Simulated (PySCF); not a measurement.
SMILES BC[Si](C)(C)C, GFN2-xTB optimised geometry.

```
19

B     -0.46    -0.91     2.82
C     -0.96    -1.62     1.54
Si    -0.29    -0.67     0.00
C      1.62    -0.67     0.00
C     -0.92    -1.56    -1.56
C     -0.93     1.13     0.00
H     -1.09    -0.04     3.30
H      0.56    -1.20     3.30
H     -0.60    -2.64     1.44
H     -2.04    -1.63     1.44
H      2.02    -0.17    -0.88
H      2.01    -0.15     0.87
H      2.02    -1.68     0.02
H     -2.01    -1.58    -1.61
H     -0.57    -1.07    -2.46
H     -0.58    -2.59    -1.60
H     -0.59     1.68    -0.88
H     -0.59     1.67     0.88
H     -2.02     1.17     0.00
```

Density from PySCF 2.14.0 with CAM-B3LYP/def2-SVP at that geometry.

Minimum of the electron density along straight lines between bonded atoms, close to the bond critical point (lines longer than 1.1 times the sum of covalent radii, or with two minima, are not listed):

```tsv
bond	length / Å	ρ at the minimum / e bohr⁻³	∇²ρ there / e bohr⁻⁵	position (fraction from the first atom)
B1–C2	1.544	0.187	-0.09	0.33
C2–Si3	1.933	0.102	0.27	0.62
Si3–C4	1.908	0.111	0.31	0.38
Si3–C5	1.912	0.110	0.30	0.38
Si3–C6	1.908	0.111	0.31	0.38
B1–H7	1.171	0.180	-0.13	0.43
B1–H8	1.172	0.180	-0.13	0.43
C2–H9	1.088	0.268	-0.94	0.62
C2–H10	1.088	0.268	-0.94	0.62
C4–H11	1.086	0.272	-0.98	0.63
C4–H12	1.086	0.272	-0.98	0.63
C4–H13	1.086	0.272	-0.98	0.63
C5–H14	1.086	0.272	-0.98	0.63
C5–H15	1.086	0.272	-0.98	0.63
C5–H16	1.086	0.272	-0.98	0.63
C6–H17	1.086	0.272	-0.98	0.63
C6–H18	1.086	0.272	-0.98	0.63
C6–H19	1.086	0.272	-0.98	0.63
```
